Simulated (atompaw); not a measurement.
# Varying the PAW (atompaw) potential for potassium (K)

Base potential:

```
Element                 : potassium
Generator               : atompaw 4.2.0.5
Type                    : PAW
Functional              : PBE
Relativity              : scalar-relativistic
Frozen core             : [Ar]
Valence charge          : 1
Reference configuration : 4s1 4p0
Partial waves           : 4s (bound): rc 3.00 bohr; 4s channel at 0.45 Ry: rc 3.00 bohr; 4p (bound, empty): rc 3.00 bohr; 4p channel at 0.4 Ry: rc 3.00 bohr; 3d channel at 0.35 Ry: rc 3.00 bohr
Local potential         : ultrasoft scheme with l = 3 at 1 Ry, radius 2.00 bohr
Core correction         : smooth core density matched at 2.60 bohr
Augmentation charge     : besselshape compensation charge, radius 2.35 bohr; PAW radius 3.00 bohr; waves and projectors: custom polynom2 7 10 vanderbiltortho
```

All-electron outer shells of the reference configuration (PBE, scalar-relativistic, ld1.x):

```
shell  level (eV)  outermost node (bohr)  outermost maximum (bohr)
   3s      -35.34                   0.48                      1.08
   3p      -18.81                   0.45                      1.15
   4s       -2.32                   1.59                      4.18
   4p       -0.80                   1.88                      5.71
```

Cutoffs, loose and tight: the cutoffs (Ry, on a coarse ladder) from which the occupation-weighted sum of valence levels, in a spherical-Bessel basis at the reference potential, stays within 10 and 1 mRy of its value at 400 Ry. They see the waves, projectors and local potential, not the compensation charge or the core. A dash means not determined.

A true bound ghost makes a file unfit for plane-wave use even where its test errors are small: the radial tests pick states by their node count and pass the ghost by.

```tsv
change	outcome	cutoff, loose	cutoff, tight	bound ghosts
base	generated	6 Ry	6 Ry	s, p
all radii scaled by about 0.77 (s 2.30, p 2.30, d 2.30 bohr); local potential ultrasoft scheme with l = 3 at 1 Ry, radius 1.52 bohr; augmentation besselshape compensation charge, radius 1.80 bohr; PAW radius 2.30 bohr; waves and projectors: custom polynom2 7 10 vanderbiltortho; core correction smooth core density matched at 1.98 bohr	generated	6 Ry	6 Ry	s, p
all radii scaled by about 0.87 (s 2.62, p 2.62, d 2.62 bohr); local potential ultrasoft scheme with l = 3 at 1 Ry, radius 1.74 bohr; augmentation besselshape compensation charge, radius 2.06 bohr; PAW radius 2.62 bohr; waves and projectors: custom polynom2 7 10 vanderbiltortho; core correction smooth core density matched at 2.26 bohr	generated	6 Ry	8 Ry	s, p
all radii scaled by about 0.92 (s 2.76, p 2.76, d 2.76 bohr); local potential ultrasoft scheme with l = 3 at 1 Ry, radius 1.84 bohr; augmentation besselshape compensation charge, radius 2.16 bohr; PAW radius 2.76 bohr; waves and projectors: custom polynom2 7 10 vanderbiltortho; core correction smooth core density matched at 2.40 bohr	generated	6 Ry	8 Ry	s, p
all radii scaled by about 1.03 (s 3.10, p 3.10, d 3.10 bohr); local potential ultrasoft scheme with l = 3 at 1 Ry, radius 2.06 bohr; augmentation besselshape compensation charge, radius 2.42 bohr; PAW radius 3.10 bohr; waves and projectors: custom polynom2 7 10 vanderbiltortho; core correction smooth core density matched at 2.68 bohr	generated	6 Ry	8 Ry	s, p
all radii scaled by about 1.19 (s 3.56, p 3.56, d 3.56 bohr); local potential ultrasoft scheme with l = 3 at 1 Ry, radius 2.36 bohr; augmentation besselshape compensation charge, radius 2.78 bohr; PAW radius 3.56 bohr; waves and projectors: custom polynom2 7 10 vanderbiltortho; core correction smooth core density matched at 3.08 bohr	generated	6 Ry	6 Ry	none
all radii scaled by about 1.22 (s 3.66, p 3.66, d 3.66 bohr); local potential ultrasoft scheme with l = 3 at 1 Ry, radius 2.44 bohr; augmentation besselshape compensation charge, radius 2.86 bohr; PAW radius 3.66 bohr; waves and projectors: custom polynom2 7 10 vanderbiltortho; core correction smooth core density matched at 3.16 bohr	generated	6 Ry	6 Ry	none
all radii scaled by about 1.29 (s 3.88, p 3.88, d 3.88 bohr); local potential ultrasoft scheme with l = 3 at 1 Ry, radius 2.60 bohr; augmentation besselshape compensation charge, radius 3.04 bohr; PAW radius 3.88 bohr; waves and projectors: custom polynom2 7 10 vanderbiltortho; core correction smooth core density matched at 3.36 bohr	generated	6 Ry	6 Ry	none
```

Question: What comes out with this change to the base: all radii scaled by about 0.81 (s 2.42, p 2.42, d 2.42 bohr); local potential ultrasoft scheme with l = 3 at 1 Ry, radius 1.62 bohr; augmentation besselshape compensation charge, radius 1.90 bohr; PAW radius 2.42 bohr; waves and projectors: custom polynom2 7 10 vanderbiltortho; core correction smooth core density matched at 2.10 bohr?

Answer: outcome: generated; cutoff, loose: 6 Ry; cutoff, tight: 10 Ry; bound ghosts: s, p.

Question: What comes out with this change to the base: all radii scaled by about 1.10 (s 3.30, p 3.30, d 3.30 bohr); local potential ultrasoft scheme with l = 3 at 1 Ry, radius 2.20 bohr; augmentation besselshape compensation charge, radius 2.60 bohr; PAW radius 3.30 bohr; waves and projectors: custom polynom2 7 10 vanderbiltortho; core correction smooth core density matched at 2.86 bohr?

Answer: outcome: generated; cutoff, loose: 6 Ry; cutoff, tight: 6 Ry; bound ghosts: p, s.

Reading the sweep of the scale of all radii (base = 1) (base included, trends over the rows without a ghost): Bound ghosts are found at 0.77, 0.81, 0.87, 0.92, 1, 1.03, 1.1.
